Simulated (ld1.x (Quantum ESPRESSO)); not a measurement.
Cutoff test, Yb (Z = 70), TM

```json
{
  "Element": "ytterbium",
  "Generator": "ld1.x (Quantum ESPRESSO) 7.5",
  "Type": "norm-conserving Troullier–Martins (Kleinman–Bylander form)",
  "Functional": "PBE",
  "Relativity": "scalar-relativistic",
  "Frozen core": "[Xe]",
  "Valence charge": "16",
  "Reference configuration": "4f14 5d0 6s2 6p0",
  "Partial waves": "6s (bound): rc 2.55 bohr; 6p (bound, empty): rc 4.00 bohr; 5d (bound, empty): rc 2.95 bohr; 4f (bound): rc 1.00 bohr",
  "Local potential": "all-electron potential smoothed inside 2.40 bohr (lloc = -1)",
  "Core correction": "none"
}
```

The pseudo-atom Hamiltonian at the reference potential is diagonalised in spherical Bessel functions j_l(qr) that vanish at 20 bohr, with q² up to the cutoff. All-electron valence levels (Ry): 6s -0.2880, 6p -0.0813, 5d -0.0489, 4f -0.2214.

Problem. How do the lowest levels (Ry) of each channel move with the cutoff, and are there ghosts?

Solution.

```tsv
cutoff (Ry)	s #1	s #2	p #1	d #1	d #2	f #1	Σ f·Δε (mRy)
8	-0.5858	-0.2822	-0.0812	-0.0159	0.0686	0.0978	4472.1
25	-0.8946	-0.2879	-0.0812	-0.0489	0.0594	0.0978	4460.7
50	-0.8954	-0.2880	-0.0812	-0.0489	0.0594	0.0978	4460.4
100	-0.8955	-0.2880	-0.0812	-0.0489	0.0594	0.0978	4460.4
180	-0.8955	-0.2880	-0.0812	-0.0489	0.0594	0.0978	4460.1
400	-0.8955	-0.2880	-0.0812	-0.0489	0.0594	-0.2208	0.0
```

Result: ghost state, extra bound levels that the all-electron valence spectrum of the same l lacks: s at -12.2 eV (a true bound ghost makes a file unfit for plane-wave use); 10 mRy is reached at over 300 Ry and 1 mRy at over 300 Ry.

3 of 7 tests not solved or not reliable.
